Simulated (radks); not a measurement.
The numbers below are computed, except where a source is named.
Problem. Species: Bi68+. Configuration: [Ne] 3s2 3p3. Code: a radial shooting solver on a logarithmic mesh with Libxc functionals. Model: Dirac Kohn-Sham, exchange-only PBE, spin-unpolarised, spherical densities, finite nucleus; open shells fill j = l - 1/2 first; Fermi nuclear charge, rms radius 5.5211 fm.

Spin-orbit splittings of the eigenvalues, e(l+1/2) - e(l-1/2), with zeta = 2 splitting/(2l+1) and mean radii in bohr:

shell  occ.  splitting (eV)  zeta (eV)  <r> j=l-1/2  <r> j=l+1/2
2p        6               ?          ?      0.05328      0.06203
3p        3           634.6      423.1       0.1486       0.1617

Estimate the 2p splitting.

Solution. 2372 eV (zeta = 1581 eV).
